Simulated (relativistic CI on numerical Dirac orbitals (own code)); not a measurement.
# Radial parameters of Ta XV

Computed by Dirac-Coulomb-Breit CI, orbitals from a KLI potential per configuration, QED by a radiative potential, unscaled Slater integrals (own radial code, finite nucleus).

Slater integrals F^k, G^k are unscaled and averaged over j, outside the closed core [Ar] 3d10 4p6; ζ comes from projecting the Hamiltonian with its Breit term on Σ l·s of the shell.

- 4s²4d¹⁰4f¹¹5s²: F^2(4f,4f) = 181820, F^4(4f,4f) = 116170, F^6(4f,4f) = 84197, ζ(4f) = 4822.5 cm⁻¹; <r>(4f) = 0.5509, <r^2>(4f) = 0.3612 (bohr units).
- 4s²4d¹⁰4f¹²5s: F^2(4f,4f) = 178670, F^4(4f,4f) = 114010, F^6(4f,4f) = 82591, ζ(4f) = 4659.6, G^3(4f,5s) = 35461 cm⁻¹; <r>(4f) = 0.5589, <r^2>(4f) = 0.3724, <r>(5s) = 0.9657, <r^2>(5s) = 1.038 (bohr units).
- 4s²4d¹⁰4f¹¹5s5p: F^2(4f,4f) = 182140, F^4(4f,4f) = 116390, F^6(4f,4f) = 84370, ζ(4f) = 4860.8, G^3(4f,5s) = 34722, F^2(4f,5p) = 77915, G^2(4f,5p) = 29686, G^4(4f,5p) = 25815, G^1(5s,5p) = 133040, ζ(5p) = 77396 cm⁻¹; <r>(4f) = 0.5501, <r^2>(4f) = 0.36, <r>(5s) = 0.9607, <r^2>(5s) = 1.027, <r>(5p) = 1.044, <r^2>(5p) = 1.216 (bohr units).

Averages of the first 10 configurations, taken without configuration mixing, which lowers the lowest level and can move excited configurations by several eV; other configurations of the list can lie among them:

```
   Configuration  Parity  States  Average energy above the lowest level (eV)
  4s²4d¹⁰4f¹¹5s²     odd     364                                         8.2
   4s²4d¹⁰4f¹²5s    even     182                                        20.4
 4s²4d¹⁰4f¹¹5s5p    even    4368                                        48.6
4s²4d¹⁰4f¹⁰5s²5p     odd    6006                                        40.5
   4s²4d¹⁰4f¹²5d    even     910                                       120.7
   4s²4d¹⁰4f¹²6s    even     182                                       164.2
   4s²4d⁹4f¹²5s²    even     910                                       223.0
4s²4d¹⁰4f¹⁰5s²6s    even    2002                                       148.6
 4s²4d¹⁰4f¹¹5p6s    even    4368                                       197.3
   4s4d¹⁰4f¹²5s²    even     182                                       562.2
```
